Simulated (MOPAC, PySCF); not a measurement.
CH4S2, SMILES `SCS` (H–S–C–S torsion -56°, S–C–S–H torsion -56°), neutral singlet in the gas phase. 

Z-matrix (Å, degrees):
```
C
H 1 1.0881
H 1 1.0881 2 108.12
S 1 1.8195 2 105.34 3 -118.26
H 4 1.3434 1 96.44 2 -179.13
S 1 1.8195 2 110.59 3 114.85
H 6 1.3434 1 96.44 2 64.29
```
Charge 0, multiplicity 1.

All levels are single points at this geometry (B3LYP-D3(BJ)/def2-TZVP); Pople sets use spherical d functions. Orbital energies aren't observables, and empty levels follow the basis.

PBE/6-31G* in PySCF gives HOMO (eV) = -5.54.

Q: Estimate the HOMO (eV) from each of these levels: ωB97X-D3(BJ)/def2-TZVP in PySCF; B3LYP/3-21G in PySCF; B3LYP/LANL2DZ in PySCF; SVWN5/6-31G* in PySCF; PM6 in MOPAC.

A: 
```
level                            HOMO (eV)
-------------------------------  ---------
ωB97X-D3(BJ)/def2-TZVP in PySCF      -9.27
B3LYP/3-21G in PySCF                 -6.66
B3LYP/LANL2DZ in PySCF               -6.66
SVWN5/6-31G* in PySCF                -5.61
PM6 in MOPAC                         -9.14
```
